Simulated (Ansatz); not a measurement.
`CC(=O)CC(=O)C(F)(F)F` + H₂ → `O=CCC(=O)C(F)(F)F` + CH₄  (hydrogenolysis of a C–C bond)

Calculated with Ansatz (gas phase, PBE0-D4/def2-TZVP geometries, no zero-point term in ΔE). CCSD(T)/CBS adds triple-zeta CCSD(T) − MP2 to the extrapolated MP2 energy (def2 sets, frozen cores). This one scheme is used for every species. DFT in def2-TZVPP. B3LYP here is the variant with VWN-RPA as its local correlation; programs differ in this. One conformer a species, not always the lowest.

`CC(=O)CC(=O)C(F)(F)F`:

Z-matrix (Å, degrees):
```
C
C 1 1.500
H 1 1.088 2 110.0
H 1 1.093 2 111.0 3 -122.5
H 1 1.094 2 109.0 3 119.8
O 2 1.201 1 123.3 3 -10.1
C 2 1.528 1 115.5 3 169.4
C 7 1.501 2 111.3 1 167.4
H 7 1.094 2 107.8 1 -74.0
H 7 1.094 2 109.7 1 43.5
O 8 1.193 7 124.9 2 95.5
C 8 1.548 7 115.3 2 -86.1
F 12 1.343 8 108.2 7 -76.8
F 12 1.336 8 111.4 7 40.9
F 12 1.317 8 112.3 7 163.3
```

H₂:

```xyz
2

H    -0.354    0.055   -0.102
H     0.354   -0.055    0.102
```

`O=CCC(=O)C(F)(F)F`:

Z-matrix (Å, degrees):
```
C
C 1 1.514
C 1 1.504 2 112.2
H 1 1.094 2 107.7 3 -119.7
H 1 1.095 2 108.2 3 124.2
O 2 1.195 1 124.5 3 2.6
H 2 1.109 1 113.9 3 -178.0
O 3 1.192 1 124.3 2 -90.2
C 3 1.547 1 115.5 2 90.9
F 9 1.317 3 112.2 1 -167.5
F 9 1.343 3 108.4 1 72.5
F 9 1.335 3 111.0 1 -45.3
```

CH₄:

Cartesian coordinates in Å:
```
C 0.000 0.000 0.000
H 0.578 0.695 -0.608
H 0.140 0.236 1.054
H 0.338 -1.018 -0.192
H -1.056 0.086 -0.254
```

| level | ΔE (kcal/mol) |
| --- | --- |
| PBE0-D4 | -8.0 |
| BHLYP-D4 | -9.3 |
| ωB97X-V | -8.0 |
| B3LYP | -10.7 |
| r2SCANh | -8.1 |
| HF/def2-SVP | -13.0 |
| SCS-MP2/def2-TZVPP | -8.8 |
| CCSD/CBS(def2) | -9.0 |

(1) What does CCSD(T)/CBS give? (An estimate is asked.)

Largest T1 diagnostic among the species: 0.014.

## Answers

(1) Computed: -8.0 kcal/mol. The listed levels differ from it by 0.0, -1.3, 0.0, -2.7, -0.1, -5.0, -0.8, -1.0 kcal/mol.

At CCSD(T), def2-SVP lies −0.9 kcal/mol from the extrapolated value and def2-TZVPP −0.4 kcal/mol. In def2-TZVPP, CCSD(T) changes the Hartree–Fock value by +4.1 kcal/mol (the triples alone add +1.0 kcal/mol) and MP2 by +5.0 kcal/mol. Leaving LDA and LC-ωPBE aside and taking each functional with its dispersion term where it has one, the values, not all of them listed here, spread over 3.0 kcal/mol, from B2PLYP to revPBE-D4. LDA lies +3.1 kcal/mol from PBE without D4.

CCSD(T)/CBS has its own doubt, a few kJ/mol and more with outer-core shells, so smaller differences from it don't rank the levels.
